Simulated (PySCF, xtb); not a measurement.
C2H10N2Si2, SMILES C1N[Si@H]([SiH2]1)NC.

GFN2-xTB (xtb) at its own geometry gives an orbital gap of 3.86 eV and a dipole moment of 1.22 D.

The structure is a stationary point at B3LYP-D3(BJ)/def2-SVP. The structure was generated by enumeration; whether it is a known compound was not checked. Other conformers were not sampled.

What does PBE/def2-TZVP in PySCF give? (An estimate is asked for; the answer gives what the named calculation found.)

gap 4.63 eV (levels -5.15 and -0.52 eV), dipole 1.51 D.
